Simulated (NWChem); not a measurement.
System: Si2H4SCl2; SMILES S([SiH3])[SiH](Cl)Cl

NWChem input:

```
start job
memory heap 200 mb stack 900 mb global 1100 mb
geometry units angstroms noautosym nocenter noautoz
  Si    -0.002641    -2.244873    -0.847814
  S      0.025102    -1.286441     1.109180
  Si     0.001585     0.802135     0.699319
  Cl     1.652896     1.422809    -0.386777
  Cl    -1.685706     1.392863    -0.347548
  H     -1.236819    -1.890023    -1.586921
  H      1.191836    -1.860274    -1.635737
  H      0.021334    -3.690823    -0.529979
  H      0.010934     1.491886     2.000271
end
basis spherical
  Si library def2-svp
  S library def2-svp
  Cl library def2-svp
  H library def2-svp
end
dft
  xc b3lyp
  iterations 150
  mulliken
end
task dft energy
esp
  recalculate
  probe 0.07
  range 0.3
  factor 1.0
  spacing 0.02
end
task esp
```

NWChem printed, in part:

```
             Northwest Computational Chemistry Package (NWChem) 7.3.0
             --------------------------------------------------------

                             Geometry "geometry" -> ""
                             -------------------------

 Output coordinates in angstroms (scale by  1.889725989 to convert to a.u.)

  No.       Tag          Charge          X              Y              Z
 ---- ---------------- ---------- -------------- -------------- --------------
    1 Si                  14.0000    -0.00264100    -2.24487300    -0.84781400
    2 S                   16.0000     0.02510200    -1.28644100     1.10918000
    3 Si                  14.0000     0.00158500     0.80213500     0.69931900
    4 Cl                  17.0000     1.65289600     1.42280900    -0.38677700
    5 Cl                  17.0000    -1.68570600     1.39286300    -0.34754800
    6 H                    1.0000    -1.23681900    -1.89002300    -1.58692100
    7 H                    1.0000     1.19183600    -1.86027400    -1.63573700
    8 H                    1.0000     0.02133400    -3.69082300    -0.52997900
    9 H                    1.0000     0.01093400     1.49188600     2.00027100

 Effective nuclear repulsion energy (a.u.)     510.5261540805

                                 NWChem DFT Module
                                 -----------------

 Summary of "ao basis" -> "ao basis" (spherical)
 ------------------------------------------------------------------------------
       Tag                 Description            Shells   Functions and Types
 ---------------- ------------------------------  ------  ---------------------
 Si                         def2-svp                 8       18   4s3p1d
 S                          def2-svp                 8       18   4s3p1d
 Cl                         def2-svp                 8       18   4s3p1d
 H                          def2-svp                 3        5   2s1p

            General Information
            -------------------
          SCF calculation type: DFT
          Wavefunction type:  closed shell.
          No. of atoms     :     9
          No. of electrons :    82
           Alpha electrons :    41
            Beta electrons :    41
          Charge           :     0
          Spin multiplicity:     1
          Use of symmetry is: off; symmetry adaption is: off
          Maximum number of iterations: 150
          AO basis - number of functions:   110
                     number of shells:    52
          Convergence on energy requested:  1.00D-06
          Convergence on density requested:  1.00D-05
          Convergence on gradient requested:  5.00D-04

              XC Information
              --------------
                         B3LYP Method XC Potential
                     Hartree-Fock (Exact) Exchange  0.200
                        Slater Exchange Functional  0.800 local
                    Becke 1988 Exchange Functional  0.720 non-local
              Lee-Yang-Parr Correlation Functional  0.810
                  VWN I RPA Correlation Functional  0.190 local

             Grid Information
             ----------------
          Grid used for XC integration:  medium
          Radial quadrature: Mura-Knowles
          Angular quadrature: Lebedev.
          Tag              B.-S. Rad. Rad. Pts. Rad. Cut. Ang. Pts.
          ---              ---------- --------- --------- ---------
          Si                  1.10       88          12.0       590
          S                   1.00       88           9.0       590
          Cl                  1.00       88          13.0       590
          H                   0.35       45          13.0       434
          Grid pruning is: on
          Number of quadrature shells:   620
          Spatial weights used:  Erf1

      Superposition of Atomic Density Guess
      -------------------------------------

 Sum of atomic energies:       -1895.46856155

      Non-variational initial energy
      ------------------------------

[...]

                     NWChem Electrostatic Potential Fit Module
                     -----------------------------------------

 Atom parameters

 Number of atoms is                                    9
 Number of basis functions is                        110

 Grid parameters

 Maximum number of grid points is                  44321
 Number of grid points is                          44320
 Grid range                                     0.300000 nm
 Grid spacing                                   0.020000 nm
 Probe radius                                   0.070000 nm
 Atom radius factor                             1.000000

 Atomic radii

    1    0.100000
   14    0.187000
   16    0.174000
   17    0.169000
 FASTESP  F
  using M.O. file = ./job.movecs

    Atom              Coordinates                           Charge

                                                  ESP

    1 Si   -0.000264   -0.224487   -0.084781    0.486192
    2 S     0.002510   -0.128644    0.110918   -0.318474
    3 Si    0.000159    0.080214    0.069932    0.531518
    4 Cl    0.165290    0.142281   -0.038678   -0.192119
    5 Cl   -0.168571    0.139286   -0.034755   -0.191997
    6 H    -0.123682   -0.189002   -0.158692   -0.093694
    7 H     0.119184   -0.186027   -0.163574   -0.093523
    8 H     0.002133   -0.369082   -0.052998   -0.076034
    9 H     0.001093    0.149189    0.200027   -0.051869
                                            ------------
                                                0.000000

 Dipole moment                                  0.457871

 Quadrupole moment Qxx                         -5.638293
                   Qyy                          2.743377
                   Qzz                          2.894916

 RMS deviation kJ/mol                           0.066308

 RRMS %                                        49.142069
```

Level: B3LYP/def2-SVP. Geometry: optimised at B3LYP/6-31G* (spherical d).
